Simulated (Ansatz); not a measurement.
Two members of one family (Series HgX2), computed with Ansatz in the gas phase; def2 core potentials for Hg, no spin–orbit coupling. The two geometries come from different levels. Binding counts from free atoms in the multiplicity of their measured ground term, without zero-point energy. The structures are stationary points that may keep the symmetry of their start.

First: HgCl2 (singlet, charge 0, B3LYP-D4/def2-TZVP geometry).

Cartesian coordinates in Å:
```
Hg 0.0001 -0.0019 0.0006
Cl -2.1560 -0.0223 -0.7529
Cl 2.1559 0.0242 0.7523
```

| level | HOMO (eV) | LUMO (eV) | gap (eV) | binding per atom (eV) |
| --- | --- | --- | --- | --- |
| revPBE-D4/def2-TZVP | -7.48 | -3.32 | 4.16 | 1.50 |
| BLYP-D4/def2-TZVP | -7.38 | -3.34 | 4.04 | 1.43 |
| B3LYP-D4/def2-TZVP | -8.65 | -2.79 | 5.87 | 1.45 |
| PBE0-D4/def2-TZVP | -8.93 | -2.50 | 6.43 | 1.57 |
| BHLYP-D4/def2-TZVP | -10.16 | -1.54 | 8.61 | 1.42 |

Metal–donor distances: 2 × Cl 2.28 Å.

Second: Hg(OH)2 (singlet, charge 0, r2SCAN-D4/def2-TZVP geometry).

```xyz
5

Hg    0.196   -0.021    0.032
O     0.290    1.641    1.080
H    -0.490    1.681    1.647
O     0.276   -1.702   -0.986
H    -0.272   -1.600   -1.774
```

Problem. What does the change do? Estimate second minus first.

Solution. 
```json
{"level": "revPBE-D4/def2-TZVP", "Δ HOMO (eV)": "0.94", "Δ LUMO (eV)": "1.23", "Δ gap (eV)": "0.29", "Δ binding per atom (eV)": "1.09"}
{"level": "BLYP-D4/def2-TZVP", "Δ HOMO (eV)": "0.83", "Δ LUMO (eV)": "1.15", "Δ gap (eV)": "0.32", "Δ binding per atom (eV)": "1.21"}
{"level": "B3LYP-D4/def2-TZVP", "Δ HOMO (eV)": "0.60", "Δ LUMO (eV)": "1.20", "Δ gap (eV)": "0.59", "Δ binding per atom (eV)": "1.12"}
{"level": "PBE0-D4/def2-TZVP", "Δ HOMO (eV)": "0.63", "Δ LUMO (eV)": "1.27", "Δ gap (eV)": "0.64", "Δ binding per atom (eV)": "0.98"}
{"level": "BHLYP-D4/def2-TZVP", "Δ HOMO (eV)": "0.22", "Δ LUMO (eV)": "1.12", "Δ gap (eV)": "0.90", "Δ binding per atom (eV)": "0.94"}
```

Metal–donor distances: 2 × O 1.97 Å.
